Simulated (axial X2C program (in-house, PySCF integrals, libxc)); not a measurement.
# BaS⁺: from Re and ωe to a spectrum

A bond curve at the CCSD(T) level, 2c, was computed with an in-house relativistic program for diatomic molecules (basis Ba dyall-cv3z [14s14p9d5f1g], S dyall-av3z [9s8p3d2f] (cores contracted in-house)) for the state Ω = 3/2 (⟨Sz⟩ = 0.50, ⟨Lz⟩ = 1.00 at HF). Its fit gives Re = 2.7487 Å, ωe = 301.4 cm⁻¹, ωexe = 0.695 cm⁻¹ and αe = 2.837e-04 cm⁻¹; the masses are 137.9052 and 31.9721 u. Two-component means X2C with spin–orbit coupling and atomic mean-field Coulomb and Gaunt terms.

Correlated methods: 15 electrons correlated (number of frozen shells: Ba 4 s, 3 p, 2 d; S 2 s, 1 p), 297 virtual spin orbitals or spinors in MP2, 90 natural virtuals in coupled cluster.

(1) Find the reduced mass, Be and the force constant.

(2) Where do the fundamental and the first overtone lie?

(3) Estimate De from a Morse curve and compare with the computed well depth of 2.923 eV to Ba+ + S.

(4) A Morse curve ties αe to the other constants (Pekeris). How well does that hold?

(5) Estimate the centrifugal constant by the Kratzer relation.

Occupations by symmetry block were frozen at the best pattern of an incomplete PBE0 search. Dissociation energies refer to the lowest single-determinant-based atoms at the same level and basis. CCSD and (T) use frozen natural virtuals with an MP2 correction for the truncation; (T) itself is uncorrected, so its De runs slightly low. Other states lie close and PBE0, whose exact exchange favours high spin, may order them wrongly; the determinant shown need not be the ground state. The nearest other 2c determinant of the search, Ω = 1/2, lies 0.05 eV up at the distance of the search.

Results:

(1) From the CCSD(T) values: μ = 25.9547 u. Be = 16.8576/(μ Re²) = 0.08597 cm⁻¹. k = 5.8918×10⁻⁷ μ ωe² = 1.39 mdyn/Å.

(2) ν(1←0) = ωe − 2ωexe = 300.0 cm⁻¹; ν(2←0) = 2ωe − 6ωexe = 598.6 cm⁻¹.

(3) De(Morse) = ωe²/(4ωexe) = 4.051 eV against 2.923 eV computed, a ratio of 1.39. The extrapolation overshoots: the well softens faster than a Morse curve, or the lowest atomic limit lies below the one to which the curve heads.

(4) αe(Morse) = 6Be²/ωe × (√(ωexe/Be) − 1) = 2.712e-04 cm⁻¹; the CCSD(T) curve gives 2.837e-04 cm⁻¹, a ratio of 0.96.

(5) D = 4Be³/ωe² = 2.80e-08 cm⁻¹.
